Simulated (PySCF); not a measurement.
A GIAO shielding run with PySCF 2.14.0 with density-fitted response routines (density fitting, non-relativistic, gas phase) on `C(/C[N+]([BH3-])(C)C)=N\C`, C5H15BN2:

```
$ OMP_NUM_THREADS=1 python probes_run.py task.json out

{"job": {"kind": "nmr", "xc": "PBE0", "basis": "pcSseg-1"}, "charge": 0, "multiplicity": 1}
B     -1.615338     1.047183    -1.286453
N     -1.411655    -0.238301    -0.286488
C     -2.685785    -0.495590     0.404813
C     -1.038012    -1.423359    -1.077885
C     -0.376912     0.041053     0.743279
C      0.977850     0.365616     0.191261
N      1.952285    -0.412889     0.404309
C      3.246330    -0.041792    -0.093348
H     -2.589412     0.770201    -1.976012
H     -1.804851     2.011445    -0.551696
H     -0.594098     1.147782    -1.952605
H     -2.981688     0.408941     0.950059
H     -3.454873    -0.717952    -0.344046
H     -2.582021    -1.340454     1.104635
H     -1.810705    -1.589408    -1.837955
H     -0.944566    -2.308649    -0.428947
H     -0.082577    -1.236541    -1.580081
H     -0.275983    -0.834664     1.404462
H     -0.743801     0.898929     1.326717
H      1.075346     1.312426    -0.371546
H      3.630530    -0.846067    -0.741431
H      3.951164     0.034782     0.750656
H      3.261487     0.910667    -0.658156
```

Hardware: 1 thread of an Intel Xeon, shared host. The job also computes population analyses, field gradients.

(1) How large is the calculation?

(2) How long does it take, and how much memory does it need?

(3) And these other runs on the same molecule and hardware: GIAO shielding at CAM-B3LYP/pcSseg-1?

Answers

(1) 64 electrons, 211 basis functions and 1077 auxiliary functions.

(2) 110 s of wall time, with 14 SCF cycles and 5 response iterations; peak memory 1 GiB. Times on a shared host scatter by some tens of per cent.

(3) CAM-B3LYP/pcSseg-1: 211 functions, 2.1 min.
